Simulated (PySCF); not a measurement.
Calculation: PBE-D3(BJ)/def2-TZVP // B3LYP-D3(BJ)/def2-TZVP run with PySCF 2.14.0. Isolated molecules, 0 K electronic values unless said otherwise. One relaxed conformer stands for a flexible species; it need not be the lowest. 

Reference species (SMILES): `C#C[N+]C` (lower triplet) (charge +1, multiplicity 3).

```json
{
 "highest_occupied_spin_orbital": "-12.69 eV"
}
```

Changed species: `O=C[N+]C` (triplet; the order of the spin states depends on the level; C–N–C–O torsion 0°) (X = formyl, multiplicity 3; the reference has X = ethynyl, multiplicity 3).

Problem. Predict the effect on the highest occupied spin orbital.

Solution. the highest occupied spin orbital decreases by 1.31 eV, to -14.00 eV.
